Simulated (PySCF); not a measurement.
**How methods differ on the ionisation energy of In²⁴⁺**

In²⁴⁺ [Ar] 3d7 [3d3/2^4 3d5/2^3, M_J = 9/2] → In²⁵⁺ [Ar] 3d6 [3d3/2^4 3d5/2^2, M_J = 4], as a difference of total energies. Calculation: PySCF 2.14, in an even-tempered Gaussian basis (17 s from 3.2 bohr⁻², ratio 2.8; 12 p from 4.2 bohr⁻², ratio 2.8; 8 d from 4.2 bohr⁻², ratio 2.8; 3 f from 17 bohr⁻², ratio 3); the two-component X2C-1e Hamiltonian. Correlated levels: [Ne] frozen; the 76 highest virtual spinors dropped. "Screened" scales the spin-orbit matrix elements by Boettger's factors to mimic the two-electron term; Breit and QED terms are absent.

```csv
method,ionisation energy (eV)
GHF (spin-free),1255.5
GMP2 (spin-free),1256.6
GHF (screened spin-orbit),1256.2
GMP2 (screened spin-orbit),1257.2
```

Breit and QED terms and the two-electron picture change are absent.

The spin-free rows relax to the high-spin LS determinant and lack the spin-orbit shift.

The labels give the starting determinants; with spin-orbit coupling the two ends relaxed to ⟨J²⟩ = 24.75, ⟨L²⟩ = 13.48, ⟨S²⟩ = 3.24 and ⟨J²⟩ = 20.03, ⟨L²⟩ = 7.37, ⟨S²⟩ = 5.19.

For comparison: 1255 ± 4 eV (theoretical estimate listed by NIST; NIST Atomic Spectra Database, ionization energies).
